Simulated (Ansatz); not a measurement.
Born–Oppenheimer molecular dynamics of BClFH3O2 (8 atoms, charge 0, multiplicity 1). It starts at the highest image of a converged band, a first-order saddle point between two minima.

Method: RKS CAM-B3LYP-D4/def2-SVP (Ansatz).

```yaml
ensemble: NVE (velocity Verlet)
time_step: 0.5 fs
steps_asked: 200
starting_velocities_drawn_for: 100 K
seed: 3102
```

First frame:

```xyz
8
Properties=species:S:1:pos:R:3
B -0.076 0.081 -0.010
O 0.042 -0.145 1.481
H -0.776 -0.506 1.849
O 0.956 -0.322 -0.785
H 1.803 -0.342 -0.328
Cl -1.738 -0.179 -0.628
F 0.074 1.700 0.402
H 0.060 1.083 1.362
```

Q: How far do the bonds stretch over the last three quarters of this one trajectory? (Pairs bonded in most of those frames.)

A: 
```tsv
bond	mean (Å)	spread (Å)	shortest	longest
B1–O2	1.374	0.031	1.33	1.47
B1–O4	1.343	0.016	1.32	1.37
B1–Cl6	1.782	0.024	1.75	1.82
O2–H3	0.965	0.004	0.96	0.97
O4–H5	0.966	0.011	0.95	0.98
F7–H8	0.932	0.016	0.91	0.98
```

Mean temperature of the second half: 678 K. The conserved energy stayed within 0.05 meV per atom of its start (net change 0.033 meV per atom), so the integration is sound. The kinetic energy rose, since the run started high on the potential surface and went downhill. It ends in pieces (BClH2O2 + FH), so much of that is their flight and rotation, not heat. A run of 0.1 ps of so small a system gives no equilibrium averages. The orbitals stay closed-shell, which can raise the energy where a bond breaks towards radicals; this wasn't checked here.

The run took 3.6 min on 4 threads of Arm Neoverse V1 (shared host), peak memory 0.2 GiB.
